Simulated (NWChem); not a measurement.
Atomisation of C2HF4

```xyz
7

F      1.7937    -0.8975    -0.1438
C      1.1043     0.2282    -0.3089
C     -0.3515     0.1742     0.0157
F     -0.5873     0.0306     1.3496
F     -0.9621    -0.8600    -0.6019
F     -0.9322     1.3287    -0.3785
H      1.6751     1.1696    -0.2697
```
Charge 0, spin multiplicity 2.

Everything below was run with NWChem. All single points use one geometry, from UPBE/def2-SVP, a minimum by its harmonic frequencies.

Basis set: def2-TZVP. The atomisation energy is electronic alone: no zero-point, thermal, spin-orbit or counterpoise terms. No value is extrapolated to the basis-set limit. Free atoms are single determinants with multiplicities F 2, C 3, H 2. Correlated methods freeze the same cores in atoms and molecule, 6 orbitals in all.

B3LYP has NWChem's definition, with VWN1-RPA local correlation. The structure started from a generated list of species. The stability of the SCF solutions was not checked. Open-shell Hartree-Fock references start from PBE0 orbitals.

**Question.** One of these methods gave an atomisation energy of 805.8 kcal/mol. Which?
(A) CAM-B3LYP
(B) MP2
(C) B3LYP
(D) LDA (SVWN5)

**Answer.** D, LDA (SVWN5). The others give 657.0 (CAM-B3LYP), 644.9 (B3LYP), 660.7 (MP2).
